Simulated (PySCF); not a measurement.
# SMILES n1(C=C)cc(C)c(S)c1, C7H9NS

Molfile (atoms numbered from 1):
```
C7H9NS
     RDKit          3D

 18 18  0  0  0  0  0  0  0  0999 V2000
    3.3553    0.3315    0.3697 C   0  0  0  0  0  0  0  0  0  0  0  0
    2.3080   -0.4823    0.3786 C   0  0  0  0  0  0  0  0  0  0  0  0
    0.9952   -0.1280    0.1282 N   0  0  0  0  0  0  0  0  0  0  0  0
   -0.0529   -1.0070    0.1515 C   0  0  0  0  0  0  0  0  0  0  0  0
   -1.2157   -0.3497   -0.1363 C   0  0  0  0  0  0  0  0  0  0  0  0
   -2.5842   -0.9322   -0.2148 C   0  0  0  0  0  0  0  0  0  0  0  0
   -0.8485    1.0099   -0.3461 C   0  0  0  0  0  0  0  0  0  0  0  0
   -1.9141    2.3524   -0.7516 S   0  0  0  0  0  0  0  0  0  0  0  0
    0.5055    1.1119   -0.1775 C   0  0  0  0  0  0  0  0  0  0  0  0
    3.2749    1.3823    0.1593 H   0  0  0  0  0  0  0  0  0  0  0  0
    4.3394   -0.0444    0.5783 H   0  0  0  0  0  0  0  0  0  0  0  0
    2.4247   -1.5364    0.5949 H   0  0  0  0  0  0  0  0  0  0  0  0
    0.0992   -2.0457    0.3717 H   0  0  0  0  0  0  0  0  0  0  0  0
   -3.2489   -0.4633    0.5119 H   0  0  0  0  0  0  0  0  0  0  0  0
   -2.5431   -1.9978   -0.0054 H   0  0  0  0  0  0  0  0  0  0  0  0
   -3.0097   -0.7921   -1.2093 H   0  0  0  0  0  0  0  0  0  0  0  0
   -3.0242    1.6206   -0.7646 H   0  0  0  0  0  0  0  0  0  0  0  0
    1.1303    1.9767   -0.2569 H   0  0  0  0  0  0  0  0  0  0  0  0
  1  2  2  0
  2  3  1  0
  3  4  1  0
  4  5  2  0
  5  6  1  0
  5  7  1  0
  7  8  1  0
  7  9  2  0
  9  3  1  0
  1 10  1  0
  1 11  1  0
  2 12  1  0
  4 13  1  0
  6 14  1  0
  6 15  1  0
  6 16  1  0
  8 17  1  0
  9 18  1  0
M  END
```

Method: GIAO B97-2/3-21G magnetisability, rotational g tensor and spin-rotation constants, non-relativistic, gas phase in PySCF. Geometry: GFN2-xTB.

What are the magnetisability and the molar susceptibility?

Isotropic -1622 × 10⁻³⁰ J/T², or -97.7 × 10⁻⁶ cm³/mol; principal values -2029, -1478, -1360 × 10⁻³⁰ J/T², anisotropy 618 × 10⁻³⁰ J/T² (root of half the summed squared differences of the principal values). The susceptibility is in cgs units.

Split it along the inertial axes a, b, c into diamagnetic and paramagnetic parts about the centre of mass, with the quadrupole moment.


| axis | χ (10⁻⁶ cm³/mol) | diamagnetic (10⁻⁶ cm³/mol) | paramagnetic (10⁻⁶ cm³/mol) | summed x² of all electrons (Å²) | quadrupole Θ (D Å) |
| --- | --- | --- | --- | --- | --- |
| a | -88.7 | -598.5 | 509.8 | 319.8 | +9.94 |
| b | -82.2 | -1422.9 | 1340.7 | 125.5 | +2.95 |
| c | -122.2 | -1888.9 | 1766.7 | 15.6 | -12.90 |

Anisotropies 2χaa − χbb − χcc = +27.0 and 2χbb − χaa − χcc = +46.4 × 10⁻⁶ cm³/mol. Θ is traceless in Buckingham's convention.

And the rotational g tensor?


```tsv
axis	rotational constant (GHz)	g	nuclear part	electronic part
a	2.5641	-0.0255	0.5886	-0.6141
b	0.9125	-0.0101	0.5647	-0.5748
c	0.6759	+0.0082	0.5691	-0.5610
```
Asymmetric top; isotopes 12C, 1H, 14N, 32S; no vibrational averaging.
